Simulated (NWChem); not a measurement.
System: CH5BeN; SMILES [Be]([NH2])[CH3]

Here is an NWChem input.

```
start job
memory heap 200 mb stack 900 mb global 1100 mb
geometry units angstroms noautoz
  Be    -0.005684     0.067779     0.001368
  C     -0.001552    -1.611276    -0.001737
  H     -0.504218    -2.041757     0.881819
  H      1.027051    -2.015446     0.000102
  H     -0.498239    -2.034343    -0.892419
  N     -0.000050     1.572305    -0.000245
  H     -0.821715     2.167812     0.000290
  H      0.826187     2.161421    -0.006281
end
basis spherical
  * library def2-svpd
end
dft
  xc xpbe96 cpbe96
  iterations 150
end
tddft
  cis
  nroots 6
  notriplet
end
task tddft energy
```

Geometry: optimised at PBE0/def2-SVP.

Vertical excitations in the gas phase.

**Question.** Predict the main results of this run. (PBE/def2-SVPD, TDA.) Quantities: lowest excitation, singlet (eV); lowest state with f > 0.02, singlet (eV); orbital gap (eV).

**Answer.** The lowest excitation, singlet (eV) is 5.56 and the lowest state with f > 0.02, singlet (eV) is 5.60. The orbital gap (eV) is 5.47.
